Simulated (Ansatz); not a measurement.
Cost and result for the atomization energy of C₂H₄GaN (`[GaH2][C]1=NC1`) (8 atoms, 8 bonds).

Cartesian coordinates in Å:
```
Ga -0.165 1.692 0.452
C -0.260 -0.111 -0.286
N -0.828 -0.882 -1.101
C 0.265 -1.490 -0.284
H -1.007 1.998 1.729
H 0.828 2.695 -0.212
H -0.030 -2.184 0.498
H 1.196 -1.718 -0.797
```

The species carries charge 0 and has multiplicity 1. Correlated methods include outer-core shells of Ga, which these sets cover unevenly. Scalar relativity is left out up to krypton. The structure was optimised at the PBE0-D4/def2-TZVP level. Program: Ansatz. All runs use 2 threads of an Intel Xeon on a shared host. Times are those of one run each, without the atoms' runs, and a repeat can differ threefold. Electronic energies, without spin–orbit coupling; frozen cores. CCSD(T)/CBS adds CCSD(T) − MP2 in def2-TZVPP to the MP2 limit, and its time is that of the two runs behind it. T1 = 0.013; the RHF reference is unstable towards UHF. With those shells the extrapolation isn't a true limit. HSE06 is the plane-wave form, built on full-range PBE exchange.

CCSD(T)/CBS is a level of theory with its own doubt, some kJ/mol a heavy atom from the limit and from the frozen cores, so smaller differences don't rank the functionals.

```
                           level  functions  wall time  atomization (kcal/mol)  difference from CCSD(T)/CBS  per bond
            revPBE-D4/def2-TZVPP        197      2.1 s                   662.7                          5.0       0.6
              BLYP-D4/def2-TZVPP        197      2.2 s                   660.0                          2.3       0.3
              PBE0-D4/def2-TZVPP        197      2.7 s                   663.4                          5.7       0.7
             BHLYP-D4/def2-TZVPP        197      2.8 s                   630.5                        -27.2      -3.4
             HSE06-D4/def2-TZVPP        197      3.2 s                   663.9                          6.2       0.8
         CAM-B3LYP-D4/def2-TZVPP        197      3.4 s                   660.2                          2.5       0.3
                CCSD(T)/def2-SVP         94      5.5 s                   623.5                        -34.2      -4.3
              ωB97X-V/def2-TZVPP        197        7 s                   663.4                          5.7       0.7
               B97M-V/def2-TZVPP        197        8 s                   663.4                          5.7       0.7
ωB97M-V/def2-TZVPP (with forces)        197       10 s                   660.0                          2.3       0.3
                  MP2/def2-QZVPP        380       22 s                   665.7                          8.0       1.0
              CCSD(T)/def2-TZVPP        197       59 s                   641.1                        -16.6      -2.1
               CCSD(T)/CBS(def2)          –       81 s                   657.7                          0.0       0.0
```

At CCSD(T), def2-SVP lies −34.2 kcal/mol from the extrapolated value and def2-TZVPP −16.6 kcal/mol: correlation converges slowly with the basis, and small sets miss more of it in the bonded molecule than in its fragments. From PBE to PBE0 (25 % exact exchange), in def2-TZVPP and without D4, the atomization energy moves by −17.5 kcal/mol: exact exchange takes away binding that semilocal exchange gives to molecules. Leaving LDA and LC-ωPBE aside and taking each functional with its dispersion term where it has one, the values, not all of them listed here, spread over 51.0 kcal/mol, from BHLYP-D4 to PBE-D4. LDA lies +90.8 kcal/mol from PBE without D4, its usual overbinding.
